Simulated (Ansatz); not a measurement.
`[CH3][Al]([CH3])[InH2]` from Hartree–Fock to CCSD(T)

```xyz
12

C    -1.0437   -0.8576    1.4555
Al   -0.0424    0.0158    0.0127
C    -0.8297    1.6087   -0.8182
In    2.3254   -0.9328   -0.7918
H    -0.7629   -1.8997    1.6242
H    -0.8634   -0.3209    2.3955
H    -2.1227   -0.8174    1.2750
H    -0.1126    2.2337   -1.3549
H    -1.3418    2.2321   -0.0781
H    -1.5913    1.2970   -1.5440
H     2.5296   -2.0963   -2.0735
H     3.8555   -0.4626   -0.1022
```

Charge 0, multiplicity 1. Correlated methods include outer-core shells of In, which these sets cover unevenly. In: def2 effective core potential. All single points use the PBE0-D4/def2-TZVP geometry. Frozen core, restricted reference, Ansatz.

```
     basis     HF (Eh)  MP2 corr.  CCSD corr.       (T)  CCSD(T) total
  def2-SVP  -511.36808   -0.44515    -0.50601  -0.01445     -511.88854
def2-TZVPP  -511.54751   -0.73186    -0.77552  -0.02617     -512.34920
def2-QZVPP  -511.55964   -0.94805           –         –              –
```
